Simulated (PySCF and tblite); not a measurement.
Values are calculated unless marked as measured or tabulated.
3-formyl-1-fluorobenzene, C₇H₅FO, numbered as in [O:1]=[CH:2][c:3]1[cH:4][cH:5][cH:6][c:7]([F:8])[cH:9]1.

First level. Conformers came from 90 starts (ETKDG and KDG, MMFF94s, GFN2-xTB); geometries are PBE0-D3(BJ)/def2-SVP. Weights use CAM-B3LYP-D3(BJ)/def2-TZVP (IEF-PCM, chloroform) energies plus GFN2-xTB zero-point and thermal terms (modes under about 100 cm⁻¹ blended into free rotors). Symmetry numbers and mirror images are counted. Conformers within 3 kcal/mol (GFN2-xTB free energy) were kept, 8 at most. GIAO shieldings: wB97X-D/pcSseg-1 (IEF-PCM, chloroform). Shifts are against TMS (¹H), TMS (¹³C), CFCl3 (¹⁹F) at the same level. Run with PySCF (density fitting) and tblite.

It gives, at 298.15 K, with 2 conformers (largest weight 59 %): ¹H: 9.87 (H2, 1H), 8.01 (H4, 1H), 7.92 (H9, 1H), 7.89 (H5, 1H), 7.66 (H6, 1H) ppm. ¹³C: 199.7 (C2), 172.3 (C7), 144.0 (C3), 138.7 (C5), 134.4 (C4), 130.3 (C6), 123.7 (C9) ppm. ¹⁹F: -111.3 (F8) ppm.

Second level: PBE0-D3(BJ)/def2-SVP geometries, energies OPBE-D3(BJ)/def2-SVP (IEF-PCM, chloroform), shieldings wB97X-D/pcSseg-1 (IEF-PCM, chloroform), on up to 4 of the same conformers.

(1) How do the averaged shifts change?

Unscaled ¹⁹F shifts at such levels can be off by tens of ppm; differences between conformers or isomers are more reliable. Shifts are unscaled: against experiment ¹³C can be off by 15 ppm or more and ¹H by 0.8 ppm.

Answers

(1) 
```
signal   first  second  change (ppm)
    H2    9.87    9.87          0.00
    H4    8.01    8.01          0.01
    H5    7.89    7.89          0.00
    H6    7.66    7.66          0.00
    H9    7.92    7.91          0.00
    C2   199.7   199.7           0.0
    C3   144.0   144.0           0.0
    C4   134.4   134.3          -0.1
    C5   138.7   138.7           0.0
    C6   130.3   130.3           0.0
    C7   172.3   172.3           0.0
    C9   123.7   123.8           0.1
    F8  -111.3  -111.3           0.0
```

The largest weight becomes 58 %.
